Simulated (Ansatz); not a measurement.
Program: Ansatz. Geometries: PBE0-D4/def2-TZVP. ΔE: electronic, gas phase. CCSD(T)/CBS adds triple-zeta CCSD(T) − MP2 to the extrapolated MP2 energy (def2 sets, frozen cores). Functionals use def2-TZVPP. One conformer a species, not always the lowest.

Consider the formal exchange of groups at the Si–N bond: `[OH][AlH][NH][SiH3]` + `CC(=N)O` → `N=C(O)[SiH3]` + `C[NH][AlH][OH]`.

`[OH][AlH][NH][SiH3]`:

```xyz
10

O    -1.682   -1.391    0.516
Al   -0.624   -0.355    1.337
N     0.559    0.536    0.357
Si    0.838    0.539   -1.348
H    -2.354   -1.913    0.948
H    -0.663   -0.166    2.903
H     1.175    1.145    0.880
H    -0.131   -0.394   -1.973
H     2.223    0.103   -1.683
H     0.659    1.897   -1.936
```

`CC(=N)O`:

```xyz
9

C     0.897   -0.531   -0.022
C    -0.392    0.222   -0.050
N    -1.028    0.752    0.904
O    -0.883    0.307   -1.300
H     0.746   -1.538   -0.416
H     1.628   -0.038   -0.667
H     1.293   -0.594    0.990
H    -0.550    0.615    1.788
H    -1.710    0.804   -1.228
```

`N=C(O)[SiH3]`:

Cartesian coordinates in Å:
```
N -0.076 -0.260 -1.699
C 0.001 0.329 -0.582
O 0.092 1.673 -0.546
Si 0.009 -0.455 1.150
H -0.140 -1.267 -1.592
H 0.081 1.977 -1.468
H -0.110 -1.921 0.954
H 1.280 -0.130 1.843
H -1.138 0.054 1.940
```

`C[NH][AlH][OH]`:

Cartesian coordinates in Å:
```
C -0.264 1.347 -0.379
N -0.046 0.413 0.703
Al 0.272 -1.325 0.651
O 0.365 -2.174 -0.814
H 0.486 2.147 -0.401
H -0.204 0.829 -1.340
H -1.253 1.820 -0.333
H -0.091 0.865 1.605
H 0.479 -2.123 1.991
H 0.255 -1.799 -1.684
```

| level | ΔE (kJ/mol) | difference from CCSD(T)/CBS |
| --- | --- | --- |
| r2SCAN-D4 | 135.5 | 0.0 |
| PBE0-D4 | 131.2 | -4.3 |
| ωB97X-V | 133.4 | -2.1 |
| PBE | 120.7 | -14.8 |
| r2SCAN | 135.4 | -0.1 |
| r2SCANh | 137.6 | 2.1 |
| BHLYP | 139.2 | 3.7 |
| CAM-B3LYP | 133.7 | -1.8 |
| HF/def2-SVP | 140.8 | 5.3 |
| MP2/def2-TZVPP | 141.1 | 5.6 |
| CCSD(T)/CBS | 135.5 | 0 |

Largest T1 diagnostic among the species: 0.014.

From r2SCAN to r2SCAN0 (25 % exact exchange), in def2-TZVPP and without D4, ΔE moves by +5.3 kJ/mol. At CCSD(T), def2-SVP lies −7.5 kJ/mol from the extrapolated value and def2-TZVPP −0.1 kJ/mol. In def2-TZVPP, CCSD(T) changes the Hartree–Fock value by −12.4 kJ/mol (the triples alone add −2.4 kJ/mol) and MP2 by −6.7 kJ/mol.
